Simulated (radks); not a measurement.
Question: The mean radii <r> (bohr) of the occupied orbitals of an atom or ion are listed with their occupations. Method: scalar-relativistic Kohn-Sham, r2SCAN, spin-polarised, spherical densities, finite nucleus; meta-GGA in the generalised Kohn-Sham scheme; Fermi nuclear charge, rms radius of each element as measured or else 0.836 A^(1/3) + 0.57 fm; computed with a radial shooting solver on a logarithmic mesh with Libxc functionals.

| orbital | occ. | <r> |
|---|---|---|
| 1s | 2 | 0.01580 |
| 2s | 2 | 0.06647 |
| 2p | 6 | 0.06054 |
| 3s | 2 | 0.1714 |
| 3p | 6 | 0.1735 |
| 3d | 10 | 0.1574 |
| 4s | 2 | 0.3763 |
| 4p | 6 | 0.4011 |
| 4d | 10 | 0.4199 |
| 4f | 14 | 0.4324 |
| 5s | 2 | 0.7919 |
| 5p | 6 | 0.8684 |

Name the element and its charge. Open shells, if any, are filled with parallel spins first.

Answer: Z = 83, bismuth, charge +15: Bi15+ in [Xe] 4f14. The 1s radius gives Z: for a bare nucleus <r> = (2 gamma + 1)/(2Z) with gamma = sqrt(1 - (Z/c)^2), 0.01561 bohr for Z = 83, and screening makes it slightly larger (0.01580 here). The occupations add up to 68, and the charge is Z minus that.
